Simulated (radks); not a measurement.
Results of a calculation; reference values are marked as such.
P III, 13 electrons, occupied as [Ne] 3s2 3p1.

Level of theory: scalar-relativistic Kohn-Sham, LDA (Slater exchange, Perdew-Wang correlation), spin-polarised, spherical densities, point nucleus; open shells are filled with parallel spins first (a radial shooting solver on a logarithmic mesh with Libxc functionals).

Energy parts (hartree):
| part | energy |
|---|---|
| total | -339.73108 |
| kinetic | 340.54188 |
| electron-nucleus | -800.73269 |
| Hartree | 141.70207 |
| exchange-correlation | -21.24234 |

Orbitals (lengths in bohr, moments of r in powers of bohr; r(90%) holds 90 % of the orbital's charge):
| orbital | occ. | eigenvalue (hartree) | r(90%) | <1/r> | <r^4> | <r^2> |
|---|---|---|---|---|---|---|
| 1s up | 1 | -77.18490 | 0.186 | 14.60 | 0.0005460 | 0.01453 |
| 1s down | 1 | -77.17885 | 0.186 | 14.60 | 0.0005459 | 0.01453 |
| 2s up | 1 | -7.22925 | 0.820 | 2.815 | 0.1928 | 0.3243 |
| 2s down | 1 | -7.22221 | 0.819 | 2.815 | 0.1919 | 0.3238 |
| 2p up | 3 | -5.44545 | 0.812 | 2.712 | 0.1917 | 0.2957 |
| 2p down | 3 | -5.43668 | 0.811 | 2.713 | 0.1903 | 0.2951 |
| 3s up | 1 | -1.26923 | 2.59 | 0.7910 | 19.03 | 3.465 |
| 3s down | 1 | -1.22493 | 2.61 | 0.7894 | 19.53 | 3.496 |
| 3p up | 1 | -0.91461 | 2.97 | 0.6895 | 32.53 | 4.441 |
| 3p down | 0 | -0.87257 | 3.01 | 0.6841 | 34.42 | 4.542 |
| 3d up | 0 | -0.45863 | 4.08 | 0.4752 | 114.2 | 7.931 |
| 3d down | 0 | -0.42602 | 4.27 | 0.4602 | 136.9 | 8.623 |
| 4s up | 0 | -0.39872 | 6.00 | 0.3292 | 558.8 | 19.59 |
| 4s down | 0 | -0.38680 | 6.13 | 0.3212 | 607.1 | 20.42 |
| 4p up | 0 | -0.30404 | 7.05 | 0.2840 | 1053 | 26.70 |
| 4p down | 0 | -0.29552 | 7.21 | 0.2770 | 1154 | 27.97 |
| 4f up | 0 | -0.14464 | 10.6 | 0.1666 | 5076 | 56.11 |
| 4f down | 0 | -0.14165 | 10.9 | 0.1596 | 5748 | 60.16 |

The highest occupied level is 3p up at -24.888 eV. Spin moment in Bohr magnetons: 1.
